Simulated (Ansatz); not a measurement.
The same path of a periodic cell of 33 atoms, Al32H (host Al, host structure fcc, interstitial H) was run twice with different band settings.

The calculation used DFT PBE, scalar-relativistic, plane waves, PAW (Ansatz). Settings: cutoff 420 eV, k mesh 2x2x2, gaussian smearing 0.05 eV, no spin polarisation.

Relaxed end points:

```xyz
33
Lattice="8.1000 0.0000 0.0000 0.0000 8.1000 0.0000 0.0000 0.0000 8.1000" Properties=species:S:1:pos:R:3
Al 4.073 0.021 0.001
Al 6.054 2.002 0.001
Al 6.083 -0.008 2.019
Al 0.005 -0.016 -0.004
Al 2.021 2.036 -0.004
Al 4.039 4.054 -0.004
Al 6.091 6.070 -0.004
Al 2.026 0.021 2.047
Al 4.045 2.030 2.019
Al 6.054 4.049 2.047
Al 4.045 -0.008 4.057
Al 6.083 2.030 4.057
Al 6.054 0.021 6.075
Al -0.073 3.972 0.076
Al 2.103 6.147 0.076
Al 0.001 2.002 2.047
Al 2.022 4.053 2.013
Al 4.073 6.074 2.047
Al 0.000 0.021 4.028
Al 2.026 2.002 4.028
Al 4.073 4.049 4.028
Al 6.054 6.075 4.028
Al 2.021 -0.015 6.079
Al 4.073 2.001 6.075
Al 6.090 4.054 6.079
Al 0.006 6.069 2.010
Al 0.005 4.054 4.064
Al 2.021 6.070 4.064
Al 0.006 2.038 6.080
Al 2.104 3.971 6.000
Al 4.037 6.069 6.080
Al -0.075 6.149 5.999
H 1.015 5.059 7.088
```

```xyz
33
Lattice="8.1000 0.0000 0.0000 0.0000 8.1000 0.0000 0.0000 0.0000 8.1000" Properties=species:S:1:pos:R:3
Al 4.058 -0.031 0.022
Al 6.092 2.046 0.007
Al 6.092 0.000 2.007
Al -0.004 0.011 0.005
Al 2.109 1.970 0.087
Al 4.032 4.026 0.007
Al 6.066 6.103 0.022
Al 2.045 -0.032 2.032
Al 4.065 2.039 2.039
Al 6.059 4.032 2.039
Al 4.032 0.000 4.068
Al 6.059 2.039 4.036
Al 6.066 -0.031 6.053
Al -0.085 4.102 0.087
Al 2.028 6.061 0.004
Al -0.008 2.045 2.007
Al 2.032 4.027 2.007
Al 4.031 6.072 2.007
Al -0.021 -0.032 4.043
Al 2.032 2.045 4.067
Al 4.065 4.033 4.035
Al 6.092 6.072 4.068
Al 2.028 0.011 6.070
Al 4.032 2.046 6.067
Al 6.092 4.026 6.067
Al -0.021 6.104 2.032
Al -0.008 4.027 4.067
Al 2.045 6.104 4.043
Al -0.085 1.970 5.987
Al 2.109 4.102 5.987
Al 4.058 6.103 6.053
Al -0.004 6.061 6.070
H 1.012 3.036 7.087
```

Common settings: climbing image yes; force threshold 0.05 eV/Å; end points relaxed.

| run | movable images | spring | optimiser | start path | iteration limit |
| --- | --- | --- | --- | --- | --- |
| 1 | 7 | 5.0 eV/Å² | quadratic models (default) | straight line | 19 |
| 2 | 3 | 100.0 eV/Å² | fire | default | 50 |

Problem. What does each run give, and how far can it be trusted?

Solution. Run 1: converged after 4 iterations, highest image 0.334 eV above the first end. The order of the stationary point at the top wasn't checked.
Run 2: converged after 22 iterations, highest image 0.333 eV above the first end. The order of the stationary point at the top wasn't checked.
Limits of this set-up: coarse k mesh, odd electron count without spin.
